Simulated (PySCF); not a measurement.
# Mass spectrum arithmetic for Fe(SH)2

Species: Fe(SH)2 (`[SH][Fe][SH]`) [quintet].

Calculated for natural abundance.

Task: Molar mass and exact mass?

Result: For FeH2S2, with standard atomic weights, 1 × 55.845 + 2 × 32.060 + 2 × 1.008 = 121.981 g/mol. From the most abundant isotopes (56Fe, 32S, 1H), 1 × 55.934937 + 2 × 31.972071 + 2 × 1.007825 = 121.8947 u.

Task: Work out the cluster of the singly charged cation M+, one line a nominal mass.

Result: 
```tsv
nominal mass	m/z (centroid)	relative intensity
120	119.8989	6.3
121	120.8983	0.1
122	121.8942	100.0
123	122.8942	3.9
124	123.8901	9.4
125	124.8902	0.3
126	125.8866	0.3
```

Cut off at 0.1 %. One electron mass, 0.00055 u, is taken off. Abundances used (%; other tables differ somewhat): 54Fe 5.845, 56Fe 91.754, 57Fe 2.119, 58Fe 0.282; 32S 94.93, 33S 0.76, 34S 4.29, 36S 0.02; 1H 99.9885, 2H 0.0115.

Task: Resolve the fine structure: one atom at a time replaced by a minor isotope.

Result: Intensity in % of the monoisotopic species:

| isotope | mass shift (u) | m/z | intensity (%) |
| --- | --- | --- | --- |
| 54Fe | -1.99533 | 119.8989 | 6.37 |
| 33S | +0.99939 | 122.8936 | 1.60 |
| 57Fe | +1.00046 | 122.8946 | 2.31 |
| 2H | +1.00628 | 122.9005 | 0.02 |
| 34S | +1.99580 | 123.8900 | 9.04 |
| 58Fe | +1.99834 | 123.8925 | 0.31 |
| 36S | +3.99501 | 125.8892 | 0.04 |

Species under 0.02 % are left out.

Task: What is the composition by mass?

Result: Fe 45.78 %, S 52.57 %, H 1.65 %.

Task: Count the protons, neutrons and electrons of the monoisotopic species, and give its exact less its nominal mass.

Result: 60 protons, 62 neutrons and 60 electrons; 121.8947 − 122 = -0.1053 u.

Task: What share of all molecules is the monoisotopic species?

Result: 0.91754 × 0.9493^2 × 0.999885^2 = 82.67 %.
